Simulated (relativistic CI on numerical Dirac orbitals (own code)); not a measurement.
Tm³⁺: 5p photoemission

Computed with this model: Dirac-Coulomb-Breit CI, orbitals from a KLI potential per configuration, a model potential for QED, multiplet model of photoemission in the sudden approximation, unscaled Slater integrals; configurations [Xe] 4f12 → [Kr] 4d10 4f12 5s2 5p5; 80 K; Lorentzian 0.42 eV and Gaussian 0.5 eV FWHM. Energies are those of the free ion, without screening or charge transfer. The energies are binding energies and can lie tens of eV above those of solids. S is read from ⟨S²⟩ = S(S + 1).

Computed curve for free ion, scaled to 100 at the maximum (points under 2 are left out and the grid is thinned):

Energy (eV), Intensity and a bar:
```
     57.4        2.2 
     57.7        3.0 
     57.9        4.0 #
     58.2        6.5 #
     58.4        9.9 ###
     58.7       23.7 #######
     59.0       61.9 ####################
     59.2       92.4 ##############################
     59.5       90.7 #############################
     59.8       48.2 ###############
     60.0       28.4 #########
     60.3       16.3 #####
     60.5       15.2 ####
     60.8       16.5 #####
     61.1       14.4 ####
     61.3       13.6 ####
     61.6       15.6 #####
     61.8       15.1 ####
     62.1        9.6 ###
     62.4        4.8 #
     62.6        3.2 
     62.9        2.2 
     63.4        2.1 
     63.6        2.4 
     63.9        2.3 
     65.0        2.0 
     65.3        2.9 
     65.6        4.8 #
     65.8        7.9 ##
     66.1       20.1 ######
     66.3       32.5 ##########
     66.6       41.3 #############
     66.9       43.5 ##############
     67.1       40.9 #############
     67.4       22.3 #######
     67.7        8.8 ##
     67.9        5.3 #
     68.2        3.2 
     68.4        2.6 
     68.7        2.0
```

The ground state has S = 1.00, and the centroid lies at 62.07 eV.
